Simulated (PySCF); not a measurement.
Zn(Et)(SMe), C3H8SZn, SMILES C[CH2][Zn][S]C, PBE0/def2-SVP optimised geometry.

```
13

Zn    -0.03    -0.93     0.00
C      1.93    -0.93     0.00
C      2.59    -1.51     1.25
H      2.26     0.11    -0.16
H      2.25    -1.48    -0.90
H      2.31    -2.56     1.42
H      2.32    -0.95     2.16
H      3.69    -1.48     1.18
S     -2.22    -0.96    -0.03
C     -2.60     0.68     0.70
H     -2.23     0.78     1.73
H     -3.69     0.77     0.72
H     -2.21     1.51     0.09
```

Density from PBE0/def2-TZVP run with PySCF at that geometry.

Minimum of the electron density along straight lines between bonded atoms, close to the bond critical point (lines longer than 1.1 times the sum of covalent radii, or with two minima, are not listed):

| bond | length / Å | ρ at the minimum / e bohr⁻³ | ∇²ρ there / e bohr⁻⁵ | position (fraction from the first atom) |
|---|---|---|---|---|
| Zn1–C2 | 1.954 | 0.113 | 0.21 | 0.49 |
| C2–C3 | 1.527 | 0.241 | -0.58 | 0.50 |
| C2–H4 | 1.105 | 0.266 | -0.86 | 0.64 |
| C2–H5 | 1.105 | 0.266 | -0.86 | 0.64 |
| C3–H6 | 1.102 | 0.271 | -0.91 | 0.64 |
| C3–H7 | 1.102 | 0.271 | -0.91 | 0.64 |
| C3–H8 | 1.104 | 0.270 | -0.90 | 0.64 |
| Zn1–S9 | 2.192 | 0.094 | 0.19 | 0.45 |
| S9–C10 | 1.830 | 0.173 | -0.27 | 0.52 |
| C10–H11 | 1.100 | 0.275 | -0.93 | 0.64 |
| C10–H12 | 1.099 | 0.274 | -0.93 | 0.65 |
| C10–H13 | 1.100 | 0.275 | -0.93 | 0.64 |
